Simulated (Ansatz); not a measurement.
Abridged output of a molecular run in Ansatz:

```
Functional definition: HF
929 factors; integrals over basis functions are off by at most 1.1e-3 eV
mean field evaluation 1: about -19042.1829 eV, gradient 3.2e1 eV
mean field evaluation 2: about -19042.2190 eV, gradient 3.2e1 eV
mean field evaluation 4: about -19044.7573 eV, gradient 3.2e0 eV
mean field evaluation 8: about -19044.7941 eV, gradient 2.6e-4 eV
mean field -19044.79411154 eV, -699.8832745741 hartree, gradient 1.5e-6 eV, S^2 0.000000; 0 other end points of the search recorded, 0 dependent functions left out
11 core orbitals not correlated: weight in the atoms' cores, before any rotation towards them, 1.000 or more for the frozen orbitals, at most 0.000 for the correlated occupied ones
reference -19044.79411154 eV, -699.8832745741 hartree; 17, 17 occupied and 59, 59 virtual orbitals, 929 factors
second order -14.49307741 eV of doubles, -0.00000000 eV of singles
cycle   1  -14.82011464 eV  change   -3.3e-1 eV  update   1.0e-1
cycle   2  -15.21412433 eV  change   -3.9e-1 eV  update   3.0e-2
cycle   3  -15.32096759 eV  change   -1.1e-1 eV  update   1.7e-2
cycle   4  -15.31692258 eV  change    4.0e-3 eV  update   4.3e-3
cycle   5  -15.31554111 eV  change    1.4e-3 eV  update   2.2e-3
cycle   6  -15.31616572 eV  change   -6.2e-4 eV  update   6.9e-4
cycle   7  -15.31590834 eV  change    2.6e-4 eV  update   2.7e-4
cycle   8  -15.31584672 eV  change    6.2e-5 eV  update   7.9e-5
cycle   9  -15.31586864 eV  change   -2.2e-5 eV  update   3.0e-5
perturbative correction -0.46218974 eV, -0.0169851596 hartree
Total energy: -19060.57216992 eV, -700.4631075247 hartree
```

Its atoms:

Cartesian coordinates in Å:
```
I 0.832 0.279 2.693
Si 0.665 -0.250 0.347
C -0.681 0.358 -0.681
O -0.686 -1.039 -0.175
H 1.966 -0.720 -0.163
H -1.481 0.960 -0.256
H -0.615 0.411 -1.765
```

Problem. Which basis set was used?
A. def2-SVPD
B. def2-SVP
C. def2-TZVPP
D. cc-pV(Q+d)Z

Solution. B. It gives 87 functions.

Problem. Write the keys of the input that set method, charge and spin (a neutral closed shell needs none for the last two).

Solution. 
```yaml
correlation: {method: ccsd_t}
```
